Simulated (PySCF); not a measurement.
H₄Si, SMILES [SiH4].

Geometry optimised at TPSSh-D3(BJ)/def2-TZVPD.

The numbers are results of PySCF with TDDFT-LC-ωPBE/def2-TZVPD, not measurements.

Vertical excitations; the highest root listed may be one member of a degenerate set.  State labels are in the subgroup D2.

Computed excitation energies, oscillator strengths and character:
```csv
state,symmetry,energy (eV),λ (nm),f,main pairs
S1,B3,9.35,133,0.000,"HOMO−2→LUMO+2, HOMO→LUMO+1 (degenerate set)"
S2,B1,9.35,133,0.000,"HOMO−1→LUMO+2, HOMO→LUMO+3 (degenerate set)"
S3,B2,9.35,133,0.000,"HOMO−1→LUMO+1, HOMO−2→LUMO+3 (degenerate set)"
S4,A,9.60,129,0.000,"HOMO→LUMO+2, HOMO−2→LUMO+1 (degenerate set)"
S5,A,9.60,129,0.000,"HOMO−1→LUMO+3, HOMO−2→LUMO+1 (degenerate set)"
S6,B2,9.73,127,0.216,HOMO→LUMO (degenerate set)
S7,B1,9.73,127,0.216,HOMO−2→LUMO (degenerate set)
S8,B3,9.73,127,0.216,HOMO−1→LUMO (degenerate set)
S9,A,10.33,120,0.000,"HOMO−1→LUMO+3 32 %, HOMO−2→LUMO+1 32 %, HOMO→LUMO+2 32 %"
S10,B3,10.59,117,0.304,"HOMO→LUMO+1 40 %, HOMO−2→LUMO+2 40 %, HOMO−1→LUMO+4 10 %"
T1,B3,8.62,144,0,"HOMO−2→LUMO+2, HOMO→LUMO+1, HOMO−1→LUMO, HOMO−1→LUMO+9 (degenerate set)"
T2,B1,8.62,144,0,"HOMO−1→LUMO+2, HOMO→LUMO+3, HOMO−2→LUMO, HOMO−2→LUMO+9 (degenerate set)"
T3,B2,8.62,144,0,"HOMO−1→LUMO+1, HOMO−2→LUMO+3, HOMO→LUMO, HOMO→LUMO+9 (degenerate set)"
T4,B3,8.71,142,0,"HOMO→LUMO+1 41 %, HOMO−2→LUMO+2 41 %"
```
Triplets are in the Tamm–Dancoff approximation, which puts them higher than full response would, so one can lie above its singlet here.
